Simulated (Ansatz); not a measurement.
CH6AlInOS, SMILES `C[S][AlH][O][InH2]` at its PBE0-D4/def2-TZVP geometry, where that method's forces vanish. The species carries charge 0 and has multiplicity 1. In takes the def2 core potential.

| atom | x (Å) | y (Å) | z (Å) |
| --- | --- | --- | --- |
| C1 | 1.260 | 0.438 | -1.809 |
| S2 | 0.749 | -1.306 | -1.945 |
| Al3 | -0.459 | -1.567 | -0.152 |
| O4 | -0.675 | -0.287 | 0.901 |
| In5 | -1.184 | 0.857 | 2.430 |
| H6 | 0.830 | 0.904 | -0.924 |
| H7 | 0.925 | 0.972 | -2.697 |
| H8 | 2.347 | 0.485 | -1.751 |
| H9 | -1.106 | -2.987 | 0.093 |
| H10 | -0.139 | 0.664 | 3.767 |
| H11 | -2.548 | 1.826 | 2.087 |

Task: For each bond, give half the difference of the two atoms' forces along it (eV/Å; positive pushes the atoms apart) under PBE-D4, r2SCAN-D4, B3LYP-D4, ωB97M-V in def2-TZVPP. (Best estimate.)

Result: Ansatz gave: 
```tsv
bond	length (Å)	PBE-D4	r2SCAN-D4	B3LYP-D4	ωB97M-V
C1–S2	1.822	0.16	0.19	0.30	0.14
C1–H6	1.089	0.10	-0.04	-0.10	-0.07
C1–H7	1.089	0.10	-0.05	-0.09	-0.08
C1–H8	1.089	0.10	-0.05	-0.09	-0.08
S2–Al3	2.177	0.01	-0.01	0.05	0.01
Al3–O4	1.672	0.24	0.06	-0.01	0.07
Al3–H9	1.580	-0.08	-0.07	-0.17	-0.18
O4–In5	1.976	0.14	0.08	0.21	0.06
In5–H10	1.708	0.00	-0.05	-0.02	-0.07
In5–H11	1.708	0.00	-0.05	-0.02	-0.08
```

B3LYP here is the variant with VWN-RPA as its local correlation; programs differ in this.
